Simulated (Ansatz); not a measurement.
```yaml
crystal:
  periodic: [false, false, false]
  atoms:
    - {symbol: C, position_ang: [1.350165, 2.348075, 0.701525]}
    - {symbol: C, position_ang: [0.593366, 1.169085, 1.298060]}
    - {symbol: P, position_ang: [-0.047123, 0.021063, 0.040250]}
    - {symbol: C, position_ang: [-1.363325, 0.902696, -0.854459]}
    - {symbol: C, position_ang: [-1.963255, 0.087131, -1.991792]}
    - {symbol: C, position_ang: [-0.844920, -1.347738, 0.934657]}
    - {symbol: C, position_ang: [0.143764, -2.224549, 1.691150]}
    - {symbol: Ga, position_ang: [1.681212, -0.753980, -1.435087]}
    - {symbol: F, position_ang: [1.240348, -0.092211, -3.018533]}
    - {symbol: F, position_ang: [1.584265, -2.520697, -1.340540]}
    - {symbol: F, position_ang: [3.174086, -0.077548, -0.761813]}
    - {symbol: H, position_ang: [0.713178, 2.958605, 0.058558]}
    - {symbol: H, position_ang: [1.723111, 2.992632, 1.499458]}
    - {symbol: H, position_ang: [2.205434, 2.002607, 0.117951]}
    - {symbol: H, position_ang: [1.258559, 0.582786, 1.937651]}
    - {symbol: H, position_ang: [-0.249164, 1.496473, 1.916704]}
    - {symbol: H, position_ang: [-0.907648, 1.815101, -1.248396]}
    - {symbol: H, position_ang: [-2.122670, 1.205689, -0.125518]}
    - {symbol: H, position_ang: [-1.197851, -0.175467, -2.724311]}
    - {symbol: H, position_ang: [-2.431527, -0.831261, -1.632401]}
    - {symbol: H, position_ang: [-2.733324, 0.669365, -2.500941]}
    - {symbol: H, position_ang: [-1.602631, -0.920186, 1.600114]}
    - {symbol: H, position_ang: [-1.370346, -1.940753, 0.181284]}
    - {symbol: H, position_ang: [-0.386995, -3.034926, 2.193965]}
    - {symbol: H, position_ang: [0.868813, -2.668438, 1.006566]}
    - {symbol: H, position_ang: [0.684466, -1.663545, 2.455879]}
basis:
  gaussian: {orbitals: def2-TZVP}
total_charge: -3
magnetization: {spin_polarized: true, initial_magnetization: 1}
hamiltonian: {xc: {name: BHLYP}, dispersion: d3bj}
accuracy: high
output: {forces: true}
```

```sh
$ ansatz run in.yaml --threads 11 --pin off --events-out ev --progress --plain --max-ram 174080MiB --backend cuda --devices 0, --max-vram 75GiB
```

Shortened log:

```
Functional definition: BHLYP
8442 factors; integrals over basis functions are off by at most 1.9e-7 eV
mean field evaluation 1: about -76260.0967 eV, gradient 4.6e1 eV
mean field evaluation 2: about -76245.3559 eV, gradient 6.8e1 eV
mean field evaluation 4: about -76271.4749 eV, gradient 6.3e0 eV
mean field evaluation 8: about -76272.2791 eV, gradient 8.1e-1 eV
mean field evaluation 16: about -76272.7538 eV, gradient 9.5e-2 eV
mean field evaluation 32: about -76272.7565 eV, gradient 1.2e-2 eV
mean field evaluation 64: about -76272.7568 eV, gradient 2.9e-5 eV
mean field -76272.75678446 eV, -2802.9721122973 hartree, gradient 4.6e-8 eV, S^2 1.719726; 11 other end points of the search recorded, 0 dependent functions left out
reference -76272.75682471 eV, -2802.9721137766 hartree; 64, 63 occupied and 390, 391 virtual orbitals, 8442 factors
Total energy: -76273.84160631 eV, -2803.0119787653 hartree
Atom 0 at     1.350165     2.348075     0.701525 Å, force    -0.102738    -0.448307    -0.389170 eV/Å
Atom 1 at     0.593366     1.169085     1.298060 Å, force     0.037262    -0.001764    -0.144707 eV/Å
Atom 2 at    -0.047123     0.021063     0.040250 Å, force     0.282204    -0.348377    -0.338631 eV/Å
Atom 3 at    -1.363325     0.902696    -0.854459 Å, force     0.181819    -0.064348     0.037447 eV/Å
Atom 4 at    -1.963255     0.087131    -1.991792 Å, force     0.585537    -0.255293     0.185299 eV/Å
Atom 5 at    -0.844920    -1.347738     0.934657 Å, force     0.197364     0.074579    -0.110621 eV/Å
Atom 6 at     0.143764    -2.224549     1.691150 Å, force     0.295275     0.366429    -0.473875 eV/Å
Atom 7 at     1.681212    -0.753980    -1.435087 Å, force    -1.280914     0.686377     1.205089 eV/Å
Atom 8 at     1.240348    -0.092211    -3.018533 Å, force     0.331198    -0.033051    -0.813568 eV/Å
Atom 9 at     1.584265    -2.520697    -1.340540 Å, force     0.359810    -0.640530    -0.421438 eV/Å
Atom 10 at     3.174086    -0.077548    -0.761813 Å, force     0.879139    -0.067369    -0.161461 eV/Å
Atom 11 at     0.713178     2.958605     0.058558 Å, force     0.084018     0.202573     0.108607 eV/Å
Atom 12 at     1.723111     2.992632     1.499458 Å, force     0.162410     0.474284     0.499612 eV/Å
Atom 13 at     2.205434     2.002607     0.117951 Å, force    -0.128663     0.173945     0.125175 eV/Å
Atom 14 at     1.258559     0.582786     1.937651 Å, force    -0.083459     0.215250    -0.004303 eV/Å
Atom 15 at    -0.249164     1.496473     1.916704 Å, force     0.197518     0.064105     0.025485 eV/Å
Atom 16 at    -0.907648     1.815101    -1.248396 Å, force    -0.239874    -0.046299    -0.013395 eV/Å
Atom 17 at    -2.122670     1.205689    -0.125518 Å, force    -0.131930     0.066589    -0.214830 eV/Å
Atom 18 at    -1.197851    -0.175467    -2.724311 Å, force    -0.227600     0.045511     0.085704 eV/Å
Atom 19 at    -2.431527    -0.831261    -1.632401 Å, force    -0.220460     0.058081    -0.099929 eV/Å
Atom 20 at    -2.733324     0.669365    -2.500941 Å, force    -0.565972     0.355794    -0.240099 eV/Å
Atom 21 at    -1.602631    -0.920186     1.600114 Å, force    -0.013896    -0.232366     0.039404 eV/Å
Atom 22 at    -1.370346    -1.940753     0.181284 Å, force    -0.028151    -0.019996     0.254347 eV/Å
Atom 23 at    -0.386995    -3.034926     2.193965 Å, force    -0.383698    -0.493618     0.439091 eV/Å
Atom 24 at     0.868813    -2.668438     1.006566 Å, force    -0.136450     0.038844     0.235762 eV/Å
Atom 25 at     0.684466    -1.663545     2.455879 Å, force    -0.049750    -0.171042     0.185006 eV/Å
Dipole moment:     1.541122    -0.681511    -1.310260 e Å
```

In this input the charge is far from anything that the molecule holds. The calculation finished and met its thresholds. The result belongs to that input, not to the molecule as meant.
